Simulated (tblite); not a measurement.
Species: C5HF3O2.
Atom-mapped SMILES: `[O:1]=[C:2]([OH:3])[C:4]#[C:5][C:6]([F:7])=[C:8]([F:9])[F:10]` (hydrogens: H11 on O3)

Computed with GFN2-xTB (tblite), gas phase: L-BFGS steps from a force-field or distance-geometry start until the largest atomic force falls under 0.01 eV/Å.

At the end of the run (lengths in Å): O1=C2 1.200, C2–O3 1.334, C8–F10 1.317, C8–F9 1.320, O3–H11 0.971, C2–C4 1.443, C5–C6 1.406, O3–C2–C4 111.4°, F9–C8–F10 111.3°, C6–C8–F10 125.4°, C2–C4–C5 178.7°, C5–C6–C8–F9 0°.

Question: These geometries were met on the way; a selection of coordinates is given. Order them by energy above the end point, lowest first.
A. O1=C2 1.199, C2–O3 1.321, C8–F10 1.317, C8–F9 1.320, O3–H11 0.969, C2–C4 1.470, C5–C6 1.427, O3–C2–C4 115.5°, F9–C8–F10 113.3°, C6–C8–F10 123.1°, C2–C4–C5 174.0°, C5–C6–C8–F9 -1°
B. O1=C2 1.278, C2–O3 1.402, C8–F10 1.383, C8–F9 1.369, O3–H11 1.017, C2–C4 1.442, C5–C6 1.439, O3–C2–C4 122.5°, F9–C8–F10 120.5°, C6–C8–F10 116.5°, C2–C4–C5 178.3°, C5–C6–C8–F9 0°
C. O1=C2 1.207, C2–O3 1.345, C8–F10 1.325, C8–F9 1.328, O3–H11 0.987, C2–C4 1.487, C5–C6 1.419, O3–C2–C4 119.1°, F9–C8–F10 120.0°, C6–C8–F10 118.4°, C2–C4–C5 178.5°, C5–C6–C8–F9 0°
D. O1=C2 1.198, C2–O3 1.336, C8–F10 1.320, C8–F9 1.317, O3–H11 0.975, C2–C4 1.454, C5–C6 1.414, O3–C2–C4 112.6°, F9–C8–F10 111.0°, C6–C8–F10 124.7°, C2–C4–C5 171.1°, C5–C6–C8–F9 -1°
E. O1=C2 1.199, C2–O3 1.331, C8–F10 1.318, C8–F9 1.321, O3–H11 0.971, C2–C4 1.445, C5–C6 1.408, O3–C2–C4 112.5°, F9–C8–F10 111.4°, C6–C8–F10 125.1°, C2–C4–C5 173.6°, C5–C6–C8–F9 0°

Answer: E (0.036 eV), D (0.060 eV), A (0.112 eV), C (0.286 eV), B (0.837 eV).

| step | E above end (eV) | rms distance from the end, all atoms (Å) | largest force (eV/Å) | rms shift of all bonds from the end (Å) |
| --- | --- | --- | --- | --- |
| 14 | 0.036 | 0.520 | 0.076 | 0.002 |
| 6 | 0.060 | 0.524 | 0.398 | 0.005 |
| 4 | 0.112 | 0.525 | 1.613 | 0.014 |
| 2 | 0.286 | 0.531 | 1.908 | 0.017 |
| 0 | 0.837 | 0.540 | 4.761 | 0.046 |

Rows stand in the order of the answer.
